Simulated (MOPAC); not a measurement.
A run for MOPAC: PM6 on FHMg (SMILES [F][MgH]), a point of a bond scan (R = 2.270 Å).

```
PM6 1SCF PRECISE CHARGE=0 THREADS=1
FHMg

Mg    -0.00000000 1    -0.00000000 1    -0.64398300 1
H      0.00000000 1     0.00000000 1    -2.91405744 1
F      0.00000000 1     0.00000000 1     1.11703507 1
```

The log:

```
*******************************************************************************
 **                                                                           **
 **                              MOPAC v23.2.5                                **
 **                                                                           **
 *******************************************************************************
 ** MOPAC's Digital Object Identifier: https://doi.org/10.5281/zenodo.6511958 **
 **                                                                           **
 ** Please cite the open-source release paper for use of this MOPAC version:  **
 ** J. E. Moussa and J. J. P. Stewart (2026)                                  **
 ** MOPAC: An open-source semiempirical molecular orbital program             **
 ** J. Open Source Softw., 11(119), 8025, https://doi.org/10.21105/joss.08025 **
 *******************************************************************************

                              PM6 CALCULATION RESULTS

 *******************************************************************************
 *  PM6        - The PM6 Hamiltonian to be used
 *
 *
 *
 *                 CHARGE ON SYSTEM = 0
 *
 *
 *
 *  PRECISE    - TIGHTER CRITERIA TO BE USED
 *  1SCF       - DO 1 SCF AND THEN STOP
 *  THREADS=1  - MULTI-THREADING NOT USED
 *  T=         - A TIME OF 172800.0 SECONDS REQUESTED
 *  DUMP=N     - RESTART FILE WRITTEN EVERY 7200.0 SECONDS REQUESTED
 *******************************************************************************
PM6 1SCF PRECISE CHARGE=0 THREADS=1
 FHMg

   ATOM   CHEMICAL          X               Y               Z
  NUMBER   SYMBOL      (ANGSTROMS)     (ANGSTROMS)     (ANGSTROMS)

     1      Mg         -0.00000000  *  -0.00000000  *  -0.64398300  *
     2       H          0.00000000  *   0.00000000  *  -2.91405744  *
     3       F          0.00000000  *   0.00000000  *   1.11703507  *



          CARTESIAN COORDINATES

    NO.       ATOM           X           Y           Z

     1        Mg         -0.0000     -0.0000     -0.6440
     2         H          0.0000      0.0000     -2.9141
     3         F          0.0000      0.0000      1.1170

 General Reference for PM6:
 "Optimization of Parameters for Semiempirical Methods V: Modification of NDDO Approximations
 and Application to 70 Elements", J. J. P. Stewart, J. Mol. Mod., 13, 1173-1213 (2007)
 URL: https://link.springer.com/article/10.1007/s00894-007-0233-4

           Empirical Formula: H Mg F  =     3 atoms



      MOLECULAR POINT GROUP   :   C*v


      RHF CALCULATION, NO. OF DOUBLY OCCUPIED LEVELS = 5


 -------------------------------------------------------------------------------
 PM6 1SCF PRECISE CHARGE=0 THREADS=1
 FHMg



     1SCF WAS SPECIFIED, SO BFGS WAS NOT USED
     SCF FIELD WAS ACHIEVED


                              PM6 CALCULATION
                                                       MOPAC v23.2.5 Linux




          FINAL HEAT OF FORMATION =        -19.62914 KCAL/MOL =     -82.12832 KJ/MOL


          COSMO AREA              =         74.93 SQUARE ANGSTROMS
          COSMO VOLUME            =         53.61 CUBIC ANGSTROMS

          IONIZATION POTENTIAL    =          9.982412 EV
          HOMO LUMO ENERGIES (EV) =         -9.982 -0.294
          NO. OF FILLED LEVELS    =          5
          MOLECULAR WEIGHT        =         44.3113         POINT GROUP:  C*v

          MOLECULAR DIMENSIONS (Angstroms)

            Atom       Atom       Distance
            F     3    H     2     4.03109
            F     3    H     2     0.00000
           Mg     1    H     2     0.00000


          SCF CALCULATIONS        =          1





   ATOM   CHEMICAL          X               Y               Z
  NUMBER   SYMBOL      (ANGSTROMS)     (ANGSTROMS)     (ANGSTROMS)

     1      Mg         -0.00000000  *  -0.00000000  *  -0.64398300  *
     2       H          0.00000000  *   0.00000000  *  -2.91405744  *
     3       F          0.00000000  *   0.00000000  *   1.11703507  *

                             CARTESIAN COORDINATES

   1   Mg       -0.000000000    -0.000000000    -0.643983000
   2    H        0.000000000     0.000000000    -2.914057440
   3    F        0.000000000     0.000000000     1.117035070


           Empirical Formula: H Mg F  =     3 atoms



      MOLECULAR POINT GROUP   :   C*v


                  EIGENVALUES
 -36.69220 -13.26291 -13.20198 -13.20198  -9.98241  -0.29424   2.17973   2.17973
   2.42073


              NET ATOMIC CHARGES AND DIPOLE CONTRIBUTIONS

  ATOM NO.   TYPE          CHARGE      No. of ELECS.   s-Pop       p-Pop
    1         Mg           0.419947        1.5801     1.12015     0.45990
    2          H           0.117646        0.8824     0.88235
    3          F          -0.537593        7.5376     1.96000     5.57760
 DIPOLE           X         Y         Z       TOTAL
 POINT-CHG.     0.000     0.000    -5.830     5.830
 HYBRID         0.000     0.000     1.453     1.453
 SUM            0.000     0.000    -4.377     4.377


          ATOMIC ORBITAL ELECTRON POPULATIONS

     Atom    s        px        py        pz
    1 Mg   1.12015   0.02290   0.02290   0.41409
    2  H   0.88235
    3  F   1.96000   1.97710   1.97710   1.62340

 **********************
 *                    *
 * JOB ENDED NORMALLY *
 *                    *
 **********************




 == MOPAC DONE ==
```

The run finished.

Cost: around 0.03 core-seconds (rough).
